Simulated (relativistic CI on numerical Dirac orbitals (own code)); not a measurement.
# Pm I: what numerical and physical settings do to a radial Dirac CI calculation

Reference input:

```
atom Pm  Z=61  charge=0  electrons=61
nucleus A=145  rms_radius_fm=4.9620
hamiltonian dirac-coulomb  breit=on  qed=on  c_scale=1
orbitals kli  potential=per-configuration
slater_scale 1
correlation none
mixing on
grid step=0.0125 r_max=323.6
scf mixing=0.4 start=green max_iterations=150 tolerance=2e-08 node_fill=0.05
configurations
  [Xe] 4f5 6s2
  [Xe] 4f4 6s 7s2
end
```

Computed lowest total energy -10007.60145 Ha, first excitation 817.6 cm⁻¹, 44 SCF steps. Runs with settings changed; * marks those that are bad on purpose:

```
                                                    Changed        Outcome   Lowest level  ΔE (Ha)  First excitation (cm⁻¹)  SCF steps                                                                        Message
start potential previous, QED terms off, iteration limit 20  not converged                                                          20  SCF of 1s2 2s2 2p6 3s2 3p6 3d10 4s2 4p6 4d10 4f5 5s2 5p6 6s2 did not converge
                                   nuclear radius 4.4658 fm      converged  4f⁵6s² ⁶H°5/2  -0.0996                    817.6         44                                                                               
                                          Slater scale -1 *      converged  4f⁵6s² ²F°5/2   -0.181                   1110.5         44                                                                               
                                                 charge 1 *        refused                                                           0                    configuration [Xe] 4f5 6s2 has 61 electrons, the ion has 60
```

With so few configurations and no correlation, terms lie too far apart (by 10 to 50 % near neutrality), their order can be wrong, and levels of other configurations are missing.
